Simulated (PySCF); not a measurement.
These are PySCF with B3LYP-D3(BJ)/def2-TZVP // PBE0-D4/def2-TZVP values and carry that method's errors. Isolated molecules, 0 K electronic values unless said otherwise. One relaxed conformer stands for a flexible species; it need not be the lowest. B3LYP has the VWN-RPA correlation part, as in Gaussian. 

Reference species (SMILES): `[C](O)=O` (O–C–O–H torsion 0°) (neutral, multiplicity 2).

```json
{
 "highest_occupied_spin_orbital": "-6.89 eV"
}
```

Changed species: `I[SiH2]` (radical fragment; the reference has radical fragment).

Problem. Predict the effect on the highest occupied spin orbital.

Solution. the highest occupied spin orbital rises by 0.75 eV, to -6.14 eV.
